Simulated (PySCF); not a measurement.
## Tin: a sound run and one with changed settings

Sound run: Sn [Kr] 4d10 5s2 5p2, Sn⁺ [Kr] 4d10 5s2 5p1. All numbers are calculated (PySCF 2.14, scalar relativity through the core potential, in cc-pVTZ-PP with ECP28MDF (5s4p3d1f, 39 functions)). The sound run starts from symmetry-adapted Hartree-Fock orbitals and uses a fine grid where one is needed.

A second run was set up differently.

| species | method | sound run (hartree) | changed run (hartree) | converged |
| --- | --- | --- | --- | --- |
| Sn | UHF | -213.34024 | -213.33499 | no |
| Sn | r2SCAN | -214.33058 | -214.31651 | no |
| Sn | LDA | -213.91000 | -213.88408 | no |
| Sn⁺ | UHF | -213.08826 | -213.08694 | no |
| Sn⁺ | r2SCAN | -214.05833 | -214.05645 | no |
| Sn⁺ | LDA | -213.63741 | -213.63167 | no |

(1) What was changed?
A. angular grid far too coarse
B. all electrons correlated in a valence basis
C. basis contracted for another Hamiltonian
D. level shift left on

## Answers

(1) D. It used initial guess 1e, at most 50 SCF cycles, level shift 10.0 hartree. A level shift slows the SCF but leaves a converged energy unchanged.
